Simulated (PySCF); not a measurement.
# Correlation energy of Ge(2+) (germanium, charge +2)

[Ar] 3d10 4s1 4p1, high-spin 3P determinant (an excited configuration). All numbers are calculated (PySCF 2.14, scalar relativity by spin-free X2C-1e, in x2c-QZVPPall). Frozen: [Ar] 3d10; 2 electrons correlated.

With two correlated electrons CCSD is exact within the correlated space (frozen core and kept virtual orbitals).

```tsv
level	correlation energy (mhartree)
CCSD	-4.09
```

Diagnostics: T1 = 0.0023, D1 = 0.0041, largest double amplitude 0.034.

Cost of the coupled-cluster step: about 4 core-seconds, for 2 correlated electrons.
